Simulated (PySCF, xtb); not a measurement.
(E)-3-chloropent-3-en-1-yne (C5H5Cl), SMILES C(/C(Cl)=C\C)#C.

GFN2-xTB (xtb 6.7.1) at its own geometry gives an orbital gap of 3.83 eV and a dipole moment of 1.99 D.

Geometry optimised at B3LYP-D3(BJ)/def2-SVP.

### Question
What does PBE/def2-TZVP (PySCF) give? (The exact figures need the calculation; the answer reports its results.)

### Answer
gap 3.87 eV (levels -5.90 and -2.03 eV), dipole 1.97 D.
